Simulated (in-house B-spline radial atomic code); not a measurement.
A radial electron density 4πr²n(r) was computed for an atom or ion in its tabulated ground configuration with a B-spline radial code for spherical atoms; method: non-relativistic Hartree-Fock, average of configuration. Columns: r (bohr), 4πr²n(r) (electrons per bohr), bar.

```
 0.00419   0.3462 #
 0.00501   0.4837 #
   0.006   0.6748 ##
 0.00718   0.9349 ###
 0.00859    1.286 ####
  0.0103    1.763 #####
  0.0123    2.378 #######
  0.0147    3.177 #########
  0.0176      4.2 ############
  0.0211    5.476 ###############
  0.0252     6.97 ###################
  0.0301    8.679 ########################
  0.0361    10.57 #############################
  0.0431    12.43 ###################################
  0.0516     14.1 #######################################
  0.0618    15.32 ###########################################
  0.0739    15.82 ############################################
  0.0884    15.45 ###########################################
   0.106    14.22 ########################################
   0.127    12.45 ###################################
   0.151    10.77 ##############################
   0.181     9.69 ###########################
   0.217    9.775 ###########################
   0.259    10.98 ###############################
    0.31    12.74 ###################################
   0.371    14.09 #######################################
   0.444    14.14 #######################################
   0.531    12.52 ###################################
   0.636     9.58 ###########################
   0.761    6.272 #################
    0.91    3.526 ##########
    1.09    1.807 #####
     1.3    1.058 ###
    1.56   0.8014 ##
    1.87   0.6519 ##
    2.23   0.4514 #
    2.67   0.2346 #
    3.19   0.0878 
    3.82  0.02181 
    4.57 0.003426 
    5.47 0.0003087 
    6.55 1.437e-05
```

(1) Which atom or ion is it?
A. Al3+
B. P3+
C. Mg3+
D. Si3+

Answers

(1) D. The area under the curve, ∫4πr²n dr = ∫r·4πr²n d(ln r) on this logarithmic grid, is 11 electrons, which only this option has. The configuration is [Ne] 3s1.
